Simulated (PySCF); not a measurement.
Electron correlation in Nd⁺ (neodymium, charge +1)

[Xe] 4f5, one real determinant (an excited configuration). All numbers are calculated (PySCF 2.14, the spin-free X2C one-electron Hamiltonian (Gaussian nucleus), in cc-pVDZ-X2C). Frozen: [Kr] 4d10; 13 electrons correlated.

MP2 pair energies summed by pair of shells (mhartree):

```json
{"pair": "4f-5p", "energy": "-129.74", "share (%)": "33.5"}
{"pair": "5p-5p", "energy": "-117.90", "share (%)": "30.4"}
{"pair": "4f-4f", "energy": "-75.39", "share (%)": "19.4"}
{"pair": "5s-5p", "energy": "-33.98", "share (%)": "8.8"}
{"pair": "4f-5s", "energy": "-24.40", "share (%)": "6.3"}
{"pair": "5s-5s", "energy": "-6.20", "share (%)": "1.6"}
```

Total MP2 correlation energy: -387.61 mhartree.

Same-spin part -171.65 and opposite-spin part -215.96 mhartree; SCS-MP2 scales them by 1/3 and 6/5 to -316.37 mhartree.

The reference is one real determinant that mixes LS terms of this configuration.
